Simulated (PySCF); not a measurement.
Electron correlation in B (boron, neutral)

Starting occupation: [He] 2s1 2p1 3d1, 2s1/2 with m_j = +1/2, 2p3/2 with m_j = +3/2, 3d5/2 with m_j = +5/2. All numbers are calculated (PySCF 2.14, X2C-1e with screened-nucleus spin-orbit coupling, Gaussian nucleus, in x2c-TZVPall-2c with one added diffuse shell each of s, p, d type (6s4p3d1f, 40 functions)). Frozen: 1s2; 3 electrons correlated.

MP2 pair energies summed by pair of shells (mhartree):

```
       pair  energy  share (%)
2p3/2-2s1/2   -3.84       64.9
2p3/2-3d5/2   -1.34       22.8
2s1/2-3d5/2   -0.73       12.3
```

Total MP2 correlation energy: -5.90 mhartree.
